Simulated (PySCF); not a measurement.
C5H8O.

```xyz
14

C      0.1423     1.4123    -0.3021
C      1.2481     0.6664    -0.2013
C      1.1861    -0.8179     0.0401
O     -0.1119    -1.3523    -0.0856
C     -1.1013    -0.5626     0.5427
C     -1.2250     0.8030    -0.1332
H      0.2159     2.4857    -0.5040
H      2.2431     1.1151    -0.2886
H      1.6120    -1.0482     1.0435
H      1.8161    -1.3493    -0.6936
H     -2.0419    -1.1299     0.4816
H     -0.8591    -0.4225     1.6171
H     -1.8728     1.4644     0.4682
H     -1.7191     0.6962    -1.1166
```
Charge 0, spin multiplicity 1.

Geometry optimised at B3LYP-D3(BJ)/def2-SVP. The values are those of a single conformer.

The numbers are results of B3LYP/pcSseg-1 (PySCF), not measurements. Non-relativistic, no solvent.

Task: Give the absolute GIAO shielding of each atom: isotropic value and principal components (ppm). (The exact figures need the calculation; the answer reports its results.)

Result: 
| atom | σ(iso) | σ11 | σ22 | σ33 | span |
|---|---|---|---|---|---|
| C1 | 45.1 | -70.5 | 48.3 | 157.5 | 228.1 |
| C2 | 41.8 | -77.4 | 54.0 | 148.8 | 226.2 |
| C3 | 109.3 | 83.6 | 99.1 | 145.2 | 61.6 |
| O4 | 292.9 | 244.9 | 301.3 | 332.6 | 87.7 |
| C5 | 111.8 | 87.6 | 97.3 | 150.5 | 63.0 |
| C6 | 149.4 | 136.1 | 151.2 | 160.9 | 24.8 |
| H7 | 25.4 | 23.8 | 25.4 | 27.1 | 3.4 |
| H8 | 25.7 | 24.8 | 25.0 | 27.2 | 2.4 |
| H9 | 27.2 | 23.1 | 26.4 | 32.1 | 9.1 |
| H10 | 27.2 | 23.4 | 26.0 | 32.3 | 8.9 |
| H11 | 27.5 | 23.4 | 27.0 | 32.2 | 8.9 |
| H12 | 28.0 | 23.5 | 27.6 | 32.8 | 9.3 |
| H13 | 29.8 | 26.3 | 27.6 | 35.5 | 9.1 |
| H14 | 29.0 | 25.9 | 26.9 | 34.1 | 8.2 |
